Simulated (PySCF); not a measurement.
CrO₃, SMILES [O]=[Cr](=[O])=[O], multiplicity 1. Atoms are numbered in the order given.

```xyz
4

Cr     0.0000     0.0000    -0.1957
O      1.3003    -0.7508     0.1957
O     -1.3003    -0.7508     0.1957
O      0.0000     1.5015     0.1957
```
Charge 0, spin multiplicity 1.

Coordinates come from a PBE0-D3(BJ)/def2-SVP optimisation. The multiplicity is an assumed one; other spin states were not compared. The isomer is the one that the SMILES or the coordinates give; other isomers of the formula were not compared.

The numbers are results of M06-2X/def2-TZVPD (PySCF), not measurements.

The molecule is in vacuum.

Computed frontier levels, gap, dipole moment and polarisability:
| Item | Value |
|---|---|
| highest occupied level | -11.11 eV |
| lowest empty level | -4.29 eV |
| orbital gap | 6.82 eV |
| dipole moment | 3.14 D |
| quadrupole, principal values (traceless, Buckingham form, about the centre of nuclear charge) | -4.47, -4.47, 8.93 D·Å |
| mean static polarisability | 38.0 bohr³ (5.63 Å³) |
| polarisability, principal values | 23.2, 45.4, 45.4 bohr³ |
